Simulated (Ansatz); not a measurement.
Gas-phase electronic energies from Ansatz, PBE0-D4/def2-TZVP geometries. CCSD(T)/CBS is the MP2 limit (def2-TZVPP, def2-QZVPP) plus CCSD(T) − MP2 in def2-TZVPP, frozen cores. This one scheme is used for every species.

Consider the formal exchange of groups at a C–F bond: `F[C@H]1C[Si@@H]1Cl` + BH₃ → `B[C@H]1C[Si@H]1Cl` + H–F.

```
        level  ΔE (kJ/mol)
 HF/CBS(def2)       -123.2
MP2/CBS(def2)       -184.0
```

**Question.** What does CCSD(T)/CBS give? (Best estimate.)

**Answer.** Ansatz gave: -168.0 kJ/mol. The listed levels differ from it by 44.8, -16.0 kJ/mol.

Largest T1 diagnostic among the species: 0.011.

The D4 term adds −9.1 kJ/mol with B3LYP and −4.9 kJ/mol with PBE0; it sums over pairs of atoms, weighted by their polarisabilities, and B3LYP, whose exchange is more repulsive, gets the larger term. In def2-TZVPP, CCSD(T) changes the Hartree–Fock value by −40.3 kJ/mol (the triples alone add −5.5 kJ/mol) and MP2 by −56.3 kJ/mol.

B3LYP here is the variant with VWN-RPA as its local correlation; programs differ in this.
